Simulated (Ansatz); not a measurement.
Harmonic frequencies (cm⁻¹) at PBE0-D4/def2-TZVP from Ansatz: 41, 103, 158, 164, 195, 259, 263, 355, 417, 449, 696, 730.

Question: Which molecule is it?
A. `[O]=[Nb]([OH])([Cl])[Cl]`
B. `[O]=[Nb]([OH])([F])[F]`
C. `[F][Nb]([F])([Cl])([Cl])[Cl]`
D. `[Cl][Nb]([Cl])([Cl])([Cl])[Cl]`

Answer: C.
